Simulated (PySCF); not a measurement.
**Computed structure and properties of [Eu(HCN)]3+**

System: [Eu(HCN)]3+ (singlet in the valence; each metal's 4f electrons, 6 of them, lie in its core potential, out of spins and levels); start: template (C∞v). Method: PySCF 2.14.0, RKS PBE, Eu lcecp-1-SVP with ECP52, N def2-SVP, C def2-SVP, H def2-SVP; non-relativistic Hamiltonian with scalar-relativistic core potentials where named; density fitting; no spin-orbit coupling.

Input of the relaxation:

```python
mol = gto.M(atom='''
Eu     0.00000     0.00000    -0.47190
N      0.00000     0.00000     2.07310
C      0.00000     0.00000     3.23310
H      0.00000     0.00000     4.30310''',
    basis={'Eu': 'lcecp-1-SVP', 'N': 'def2-SVP', 'C': 'def2-SVP', 'H': 'def2-SVP'},
    ecp={'Eu': 'lcecp-1-SVP'},
    charge=3, spin=0)
mf = dft.RKS(mol, xc='PBE')
mf.grids.atom_grid = (50, 194)  # f atoms: unpruned, at least (60, 302)
mf = mf.density_fit()  # fitting sets: Eu AutoAux, N def2-universal-JKFIT, C def2-universal-JKFIT, H def2-universal-JKFIT
mf.conv_tol = 1e-08; mf.max_cycle = 55
mf.kernel(dm0)  # dm0: converged density of the start geometry
# quasi-Newton relaxation in Cartesian coordinates to a largest gradient under 0.00045 Eh/bohr, steps kept in the point group
```

Run from Python with OMP_NUM_THREADS=2; the lines above give its settings. Where DIIS fails, smearing, a level shift and second-order steps follow.
It took 11 s on 2 threads of Arm Neoverse V1, with other jobs on the host, from the converged density of the start.

Course of the relaxation:

```tsv
step	energy above end (eV)	largest force component within the symmetry (eV/Å)
0	0.4173	3.659
1	0.1806	1.979
2	0.0199	0.997
3	0.0032	0.365
4	0.0001	0.121
5	0.0000	0.028
6	0.0000	0.003
```

Relaxed geometry (C∞v):

```xyz
4

Eu    0.0000    0.0000   -0.2771
N     0.0000    0.0000    1.9769
C     0.0000    0.0000    3.1565
H     0.0000    0.0000    4.2812
```

```csv
contact,Å
Eu1–N2 (HCN),2.254
```

On the finer grid (75, 302):

```
HOMO                                                          : -25.57 eV
LUMO                                                          : -20.79 eV
Dipole about the centre of mass                               : 4.96 D
Set of Mulliken populations of Eu1 outside the core potential : s 2.07, p 6.04, d 0.42, f 0.02
D3(BJ) dispersion energy (not in the energies)                : -0.061 eV
```

```
atom  Mulliken (e)  Löwdin (e)  spin (e)
 Eu1          2.45        2.33      0.00
  N2         -0.10       -0.04      0.00
  C3          0.35        0.52      0.00
  H4          0.31        0.19      0.00
```

The 4f levels lie in the core potential and are missing. Their spin isn't counted.

On the grid (50, 194), as all that follows. Harmonic modes: a minimum; lowest 258 cm⁻¹ (negative: unstable), highest 3064 cm⁻¹, zero-point energy 0.475 eV.

Taking off one HCN (charge 0, singlet; the rest: singlet) in vacuum, both parts rigid, costs 5.74 eV; the small basis without counterpoise inflates it. Parting with an electron moved from the ligand to the metal can be far cheaper, even downhill.

Rigid scan of HCN along the line from its metal:

(distance to N2 (Å), energy (eV)): (1.95, 0.878), (2.05, 0.337), (2.15, 0.073), (2.25, 0.000), (2.35, 0.055), (2.45, 0.195), (2.65, 0.607)

One start shape was tried, so this needn't be the lowest isomer.

An lcecp potential fixes the number of 4f electrons, so in runs with it no electron can move into or out of that shell.
